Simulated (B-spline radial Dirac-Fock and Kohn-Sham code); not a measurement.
**Photoionisation of samarium ions at W Kα (59318.2 eV)**

Model: the independent-particle Dirac-Slater model, thresholds from Dirac-Fock. Program: a radial atomic solver. Cross sections in kb; a dash marks an empty subshell or a threshold above the photon energy.

| ion | configuration | total | 1s | 2p3/2 | 3p3/2 | 4d5/2 | 5s |
| --- | --- | --- | --- | --- | --- | --- | --- |
| Sm | [Xe] 4f6 6s2 | 2.732 | 2.27 | 0.0880 | 0.0188 | 0.000270 | 0.00173 |
| Sm³⁺ | [Xe] 4f5 | 2.732 | 2.27 | 0.0880 | 0.0188 | 0.000273 | 0.00185 |
| Sm⁵⁺ | [Xe] 4f3 | 2.733 | 2.27 | 0.0880 | 0.0187 | 0.000283 | 0.00212 |

Values without a named source are computed, but for edge energies of neutral atoms, which are taken from tables.
